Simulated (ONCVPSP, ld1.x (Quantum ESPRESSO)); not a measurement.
Hardness and transferability of assorted potentials

Generated with ld1.x 7.5 (TM, RRKJ, ultrasoft, PAW), atompaw 4.2 or ONCVPSP 4.0.1. The cutoff is in Ry: for ld1.x and atompaw files where the sum of valence levels is converged to 10 mRy in a Bessel basis, for ONCV files where the hardest occupied wave has 1 mHa per electron of residual kinetic energy. The error is the largest all-electron minus pseudo excitation energy over each file’s own four to seven test configurations (ionisations up to +4, promotions, holes and added fractions of an electron), all of which were solved. The labels leave out finer settings (local radius, basis sizes, second energies), which also bear on the numbers. Spin-polarised tests are not counted. The rows are a selection from randomly drawn settings: files with unsolved tests, undetermined cutoffs or missed reference levels are left out.

A true bound ghost makes a file unfit for plane-wave use even where its test errors are small: the radial tests pick states by their node count and pass the ghost by.

```tsv
element	potential	cutoff (Ry)	largest error (meV)	bound ghosts
N	ONCV, PBE, scalar-relativistic, rc 1.15/2.15 (sp), local s, core correction no, reference 2s2 2p2.75, qcut 4.6/5.6, projectors 0/2	148	+4218	none
V	ONCV, PBE, scalar-relativistic, rc 1.25/1.65/1.25 (spd), local smoothed, core correction no, reference 3s2 3p6 3d3 4s2, qcut 10.9/8.8/14, projectors 3/3/3	125	-22	none
Mn	ONCV, LDA (Perdew-Zunger), scalar-relativistic, rc 1.70/0.90/1.80 (spd), local smoothed, core correction yes, reference 3s2 3p6 3d5 4s2, qcut 4.5/10.7/8.5, projectors 2/1/2	95	-164	none
Rb	ONCV, PBE, scalar-relativistic, rc 2.96/1.88/3.18 (spd), local smoothed, core correction yes, reference 4s2 4p6 5s1, qcut 3.3/5.4/3.2, projectors 2/2/3	15	-313	none
Nb	ONCV, PBE, scalar-relativistic, rc 1.35/2.00/1.80 (spd), local smoothed, core correction yes, reference 4s2 4p6 4d3, qcut 6/5.5/6, projectors 2/2/2	64	+29	none
Re	TM, LDA (PZ), scalar-relativistic, rc 2.80/2.50/1.75 (spd), local s, core correction yes, reference 5d5 6s2 6p0	35	-176	none
```

**Question.** Fill in the row for Cu: ONCV, PBE, scalar-relativistic, rc 0.90/1.30/1.35 (spd), local smoothed, core correction yes, reference 3s2 3p6 3d10 4p1, qcut 12.4/9/10.4, projectors 2/2/2.

**Answer.** cutoff 137 Ry, largest error +6.1 meV, bound ghosts: none.

**Question.** Fill in the row for Te: TM, LDA (PZ), fully relativistic, rc 1.55/1.60/1.45 (spd), local s, core correction no, reference 5s2 5p2.

**Answer.** cutoff 50 Ry, largest error +138 meV, bound ghosts: p3/2, p1/2, d3/2, d5/2.
